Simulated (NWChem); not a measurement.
Species: BH₂SOF; SMILES OB(F)S

```xyz
6

B     -0.0047    -0.4564     0.0000
F     -1.1589    -1.1323     0.0000
O      1.1845    -1.1082     0.0000
H      1.0643    -2.0712     0.0000
S     -0.0836     1.3657     0.0000
H      1.2514     1.5577     0.0000
```
Atoms are numbered in this order, from 1.

Results from NWChem. The geometry was optimised at B3LYP/6-31G* (spherical d). Ions are spin-unrestricted doublets at the neutral geometry; other ion states weren't tried.

For level B3LYP/def2-SVP:

| Item | Result |
|---|---|
| −ε(HOMO) (eV) | 7.32 |

**Question.** How do the values read with level PBE0/def2-SVP instead?

**Answer.** The −ε(HOMO) (eV) comes out as 7.66.
